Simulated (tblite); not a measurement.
A tight-binding relaxation on `[F][Ge@H]1[CH2]C[C@H](Br)C[CH2]1`.

Computed with GFN2-xTB geometry optimisation, gas phase (tblite 0.8.0). Start geometry: from a force field or distance geometry. A driver script takes a list of jobs; this job's settings line and coordinates (Å) are shown.

Command:
```bash
OMP_NUM_THREADS=1 python probes_run.py task.json out
```

Input:
```
{"job": {"kind": "relax", "xc": "GFN2-xTB", "basis": "xTB"}, "charge": 0, "multiplicity": 1}
F      0.335300     1.937300     2.007300
Ge     0.389900     1.643000     0.258700
C      1.665500     0.194400    -0.135000
C      1.008900    -1.098300     0.302500
C     -0.343500    -1.332700    -0.299900
Br    -0.211000    -1.060700    -2.217000
C     -1.421300    -0.451800     0.307900
C     -1.332500     0.939100    -0.303100
H      0.733600     2.933100    -0.496200
H      1.798300     0.178100    -1.239200
H      2.582200     0.359500     0.420800
H      1.667900    -1.929200    -0.037100
H      0.871500    -1.137400     1.420100
H     -0.697400    -2.382200    -0.164700
H     -1.147700    -0.359800     1.394400
H     -2.436600    -0.862500     0.189700
H     -1.296200     0.860500    -1.401000
H     -2.175700     1.575900    -0.019900
```

Output:
```
step      E/eV     max force
  0    -723.20988    1.385
  1    -723.33302    0.882
  2    -723.42484    0.680
  3    -723.49315    0.644
  4    -723.54511    0.538
  5    -723.57402    0.352
  6    -723.59894    0.371
  7    -723.62127    0.339
  8    -723.64066    0.401
  9    -723.65784    0.300
... (30 lines left out)
 40    -723.73197    0.042
 41    -723.73215    0.031
 42    -723.73228    0.021
 43    -723.73235    0.018
 44    -723.73240    0.015
 45    -723.73245    0.015
 46    -723.73249    0.015
 47    -723.73252    0.013
 48    -723.73254    0.015
 49    -723.73256    0.010
```

«max force» is the largest atomic force in eV/Å.

Question: From which step on does the largest force stay under 0.1 eV/Å, and how much energy is left to gain from there?

Answer: From step 22 (0.087 eV/Å), 7.2 meV above the end.

In short: energy lowered by 12.1 kcal/mol over 49 steps; largest atomic force 0.010 eV/Å at the end.

Time: 0.43 s wall. Hardware: one thread, Arm Neoverse V1 (aarch64) (shared host).
Labels such as C1 count atoms from 1, the log's own numbers from 0.
